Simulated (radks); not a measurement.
Task: Bi9+, configuration [Xe] 4f14 5d6 (the NIST ground configuration). All-electron calculation, Dirac Kohn-Sham, BLYP, spin-unpolarised, spherical densities, point nucleus; open shells are shared between the two j in proportion to 2j + 1. Program: a radial shooting solver on a logarithmic mesh with Libxc functionals. Some entries of the table are withheld. Estimate them.

orbital  occ.  eigenvalue (eV)  <1/r> (bohr^-1)  r(max) (bohr)
1s1/2       2        -90674.53            103.4       0.009650
2s1/2       2        -16394.51            25.62        0.05639
2p1/2       2        -15755.56            25.54        0.04118
2p3/2       4        -13434.64            20.24        0.04901
3s1/2       2        -4064.137            9.386         0.1587
3p1/2       2        -3775.933              (1)         0.1478
3p3/2       4        -3256.157              (2)         0.1636
3d3/2       4        -2784.885            7.805         0.1269
3d5/2       6        -2674.694            7.499         0.1311
4s1/2       2        -1040.794            3.992         0.3562
4p1/2       2        -915.5270            3.881            (3)
4p3/2       4        -787.2327            3.401            (4)
4d3/2       4              (5)            3.208         0.3760
4d5/2       6              (6)            3.101         0.3856
4f5/2       6              (7)            2.776         0.3393
5s1/2       2        -293.3651            1.702         0.7663
4f7/2       8              (8)            2.735         0.3437
5p1/2       2        -248.8783            1.592         0.7989
5p3/2       4        -222.2935            1.427         0.8699
5d3/2     2.4        -157.0643            1.215         0.9726
5d5/2     3.6        -153.1598            1.182         0.9965
6s1/2       0        -121.1018           0.8005          1.600
6p1/2       0        -106.3047           0.7387          1.726
6p3/2       0         -99.4962           0.6853          1.856

Result: 
(1) 3p1/2 <1/r> (bohr^-1): 9.292
(2) 3p3/2 <1/r> (bohr^-1): 7.904
(3) 4p1/2 r(max) (bohr): 0.3535
(4) 4p3/2 r(max) (bohr): 0.3854
(5) 4d3/2 eigenvalue (eV): -583.7434
(6) 4d5/2 eigenvalue (eV): -559.7753
(7) 4f5/2 eigenvalue (eV): -295.4996
(8) 4f7/2 eigenvalue (eV): -289.9625
